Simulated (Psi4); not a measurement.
C$_{4}$H$_{14}$GeSi (SMILES C[Si](C)(C)[CH2][GeH3]), singlet, at a GFN2-xTB geometry; PBE0/def2-TZVP in Psi4.

Input for Psi4:
```
memory 2 GB

molecule mol {
0 1
Si   -1.240546    0.421118    0.297891
C    -0.509071    1.050957    1.941367
C    -1.943036   -1.335377    0.536600
C    -2.620504    1.599620   -0.292354
C     0.136597    0.360590   -1.028188
Ge    1.755540   -0.581635   -0.448701
H    -1.273589    1.157767    2.704797
H    -0.031352    2.018413    1.816265
H     0.241162    0.360356    2.317232
H    -2.394419   -1.709492   -0.377601
H    -2.704456   -1.356141    1.310135
H    -1.159710   -2.030684    0.824861
H    -2.251937    2.612648   -0.420317
H    -3.432378    1.635476    0.426730
H    -3.038470    1.280163   -1.241902
H    -0.244024   -0.126736   -1.925223
H     0.416285    1.372785   -1.318283
H     1.470061   -1.967254    0.038826
H     2.745232   -0.718182   -1.569997
H     2.464050    0.132811    0.657883
}

set {
  basis def2-tzvp
  reference rks
}

energy('pbe0')
print_variables()
```

It wrote (shortened):

```
   => Loading Basis Set <=

    Name: DEF2-TZVP
    Role: ORBITAL
    Keyword: BASIS

         ---------------------------------------------------------
                                   SCF
               by Justin Turney, Rob Parrish, Andy Simmonett
                          and Daniel G. A. Smith
                              RKS Reference
         ---------------------------------------------------------

  ==> Geometry <==

    Molecular point group: c1
    Full point group: C1

    Geometry (in Angstrom), charge = 0, multiplicity = 1:

       Center              X                  Y                   Z               Mass
    ------------   -----------------  -----------------  -----------------  -----------------
         SI          -1.402533971578     0.472465098424     0.344697022655    27.976926534650
         C           -0.671058971578     1.102304098424     1.988173022655    12.000000000000
         C           -2.105023971578    -1.284029901576     0.583406022655    12.000000000000
         C           -2.782491971578     1.650967098424    -0.245547977345    12.000000000000
         C           -0.025390971578     0.411937098424    -0.981381977345    12.000000000000
         GE           1.593552028422    -0.530287901576    -0.401894977345    73.921177761000
         H           -1.435576971578     1.209114098424     2.751603022655     1.007825032230
         H           -0.193339971578     2.069760098424     1.863071022655     1.007825032230
         H            0.079174028422     0.411703098424     2.364038022655     1.007825032230
         H           -2.556406971578    -1.658144901576    -0.330794977345     1.007825032230
         H           -2.866443971578    -1.304793901576     1.356941022655     1.007825032230
         H           -1.321697971578    -1.979336901576     0.871667022655     1.007825032230
         H           -2.413924971578     2.663995098424    -0.373510977345     1.007825032230
         H           -3.594365971578     1.686823098424     0.473536022655     1.007825032230
         H           -3.200457971578     1.331510098424    -1.195095977345     1.007825032230
         H           -0.406011971578    -0.075388901576    -1.878416977345     1.007825032230
         H            0.254297028422     1.424132098424    -1.271476977345     1.007825032230
         H            1.308073028422    -1.915906901576     0.085632022655     1.007825032230
         H            2.583244028422    -0.666834901576    -1.523190977345     1.007825032230
         H            2.302062028422     0.184158098424     0.704689022655     1.007825032230

  Running in c1 symmetry.

  Rotational constants: A =      0.09744  B =      0.02780  C =      0.02777 [cm^-1]
  Rotational constants: A =   2921.24059  B =    833.40598  C =    832.59012 [MHz]
  Nuclear repulsion =  534.549380250026161

  Charge       = 0
  Multiplicity = 1
  Electrons    = 84
  Nalpha       = 42
  Nbeta        = 42

  ==> Algorithm <==

  SCF Algorithm Type is DF.
  DIIS enabled.
  MOM disabled.
  Fractional occupation disabled.
  Guess Type is SAD.
  Energy threshold   = 1.00e-06
  Density threshold  = 1.00e-06
  Integral threshold = 1.00e-12

  ==> Primary Basis <==

  Basis Set: DEF2-TZVP
    Blend: DEF2-TZVP
    Number of shells: 129
    Number of basis functions: 293
    Number of Cartesian functions: 325
    Spherical Harmonics?: true
    Max angular momentum: 3

  ==> DFT Potential <==

   => LibXC <=

    Version 7.1.2
    S. Lehtola, C. Steigemann, M. J. T. Oliveira, and M. A. L. Marques,  SoftwareX 7, 1–5 (2018) (10.1016/j.softx.2017.11.002)

   => Composite Functional: PBE0 <=

    PBE0 Hyb-GGA Exchange-Correlation Functional

    C. Adamo and V. Barone,  J. Chem. Phys. 110, 6158 (1999) (10.1063/1.478522)
    M. Ernzerhof and G. E. Scuseria,  J. Chem. Phys. 110, 5029 (1999) (10.1063/1.478401)

    Deriv               =              1
    GGA                 =           TRUE
    Meta                =          FALSE

    Exchange Hybrid     =           TRUE
    MP2 Hybrid          =          FALSE

   => Exchange Functionals <=

    0.7500   Perdew, Burke & Ernzerhof

   => Exact (HF) Exchange <=

    0.2500               HF

   => Correlation Functionals <=

    1.0000   Perdew, Burke & Ernzerhof

   => LibXC Density Thresholds  <==

    XC_HYB_GGA_XC_PBEH:  1.00E-15

   => Molecular Quadrature <=

    Radial Scheme          =       TREUTLER
    Pruning Scheme         =           NONE
    Nuclear Scheme         =       TREUTLER

    Blocking Scheme        =         OCTREE
    BS radius alpha        =              1
    Pruning alpha          =              1
    Radial Points          =             75
    Spherical Points       =            302
    Total Points           =         423680
    Total Blocks           =           3125
    Max Points             =            256
    Max Functions          =            272
    Weights Tolerance      =       1.00E-15

   => Loading Basis Set <=

    Name: (DEF2-TZVP AUX)
    Role: JKFIT
    Keyword: DF_BASIS_SCF

  ==> Integral Setup <==

  SCF_SUBTYPE=INCORE selected. In-core MEM_DF algorithm will be used.
  Using in-core AOs.

  ==> MemDFJK: Density-Fitted J/K Matrices <==

    J tasked:                   Yes
    K tasked:                   Yes
    wK tasked:                   No
    Algorithm:                 Core
    Schwarz Cutoff:           1E-12
    Mask sparsity (%):       6.7980
    Fitting Condition:        1E-10

   => Auxiliary Basis Set <=

  Basis Set: (DEF2-TZVP AUX)
    Blend: DEF2-UNIVERSAL-JKFIT
    Number of shells: 282
    Number of basis functions: 946
    Number of Cartesian functions: 1162
    Spherical Harmonics?: true
    Max angular momentum: 5

  Minimum eigenvalue in the overlap matrix is 3.9537289174E-04.
  Reciprocal condition number of the overlap matrix is 4.8081627017E-05.
    Using symmetric orthogonalization.

  ==> Pre-Iterations <==

  SCF Guess: Superposition of Atomic Densities via on-the-fly atomic UHF (no occupation information).

   -------------------------
    Irrep   Nso     Nmo
   -------------------------
     A        293     293
   -------------------------
    Total     293     293
   -------------------------

  ==> Iterations <==

                           Total Energy        Delta E     RMS |[F,P]|

   @DF-RKS iter SAD: -2522.97791914361915   -2.52298e+03   0.00000e+00
   @DF-RKS iter   1: -2524.54263139257773   -1.56471e+00   1.13704e-02 DIIS/ADIIS
   @DF-RKS iter   2: -2518.12606736347743    6.41656e+00   2.63085e-02 DIIS/ADIIS
   @DF-RKS iter   3: -2526.69565294828089   -8.56959e+00   2.08889e-03 DIIS/ADIIS
   @DF-RKS iter   4: -2526.79378559312727   -9.81326e-02   1.35854e-03 DIIS/ADIIS
   @DF-RKS iter   5: -2526.86384931458679   -7.00637e-02   7.39638e-05 DIIS
   @DF-RKS iter   6: -2526.86389330654038   -4.39920e-05   5.90789e-05 DIIS
   @DF-RKS iter   7: -2526.86405342193530   -1.60115e-04   7.05659e-06 DIIS
   @DF-RKS iter   8: -2526.86405508112648   -1.65919e-06   2.09963e-06 DIIS
   @DF-RKS iter   9: -2526.86405529094372   -2.09817e-07   5.17235e-07 DIIS
  Energy and wave function converged.

  ==> Post-Iterations <==

   Electrons on quadrature grid:
      Ntotal   =   83.9999848138 ; deviation = -1.519e-05

    Orbital Energies [Eh]
    ---------------------

    Doubly Occupied:

[...]
    Virtual:

[...]
    Final Occupation by Irrep:
              A
    DOCC [    42 ]
    NA   [    42 ]
    NB   [    42 ]

  @DF-RKS Final Energy: -2526.86405529094372

   => Energetics <=

    Nuclear Repulsion Energy =            534.5493802500261609
    One-Electron Energy =               -4576.2676784974946713
    Two-Electron Energy =                1610.4033464030965206
    DFT Exchange-Correlation Energy =     -95.5491034465713938
    Empirical Dispersion Energy =           0.0000000000000000
    VV10 Nonlocal Energy =                  0.0000000000000000
    Total Energy =                      -2526.8640552909437247

Computation Completed

Properties will be evaluated at   0.000000,   0.000000,   0.000000 [a0]

Properties computed using the SCF density matrix

 Multipole Moments:

 ------------------------------------------------------------------------------------
     Multipole            Electronic (a.u.)      Nuclear  (a.u.)        Total (a.u.)
 ------------------------------------------------------------------------------------

 L = 1.  Multiply by 2.5417464519 to convert [e a0] to [Debye]
 Dipole X            :         25.3991427          -25.7134705           -0.3143278
 Dipole Y            :         -7.9812792            8.1506879            0.1694086
 Dipole Z            :         -7.4838450            7.4298436           -0.0540014
 Magnitude           :                                                    0.3611335

 ------------------------------------------------------------------------------------

  Variable Map:
  ----------------------------------------------------------------------------
[...]
  Array Variable Map:
  ----------------------------------------------------------------------------
[...]
[...]
```
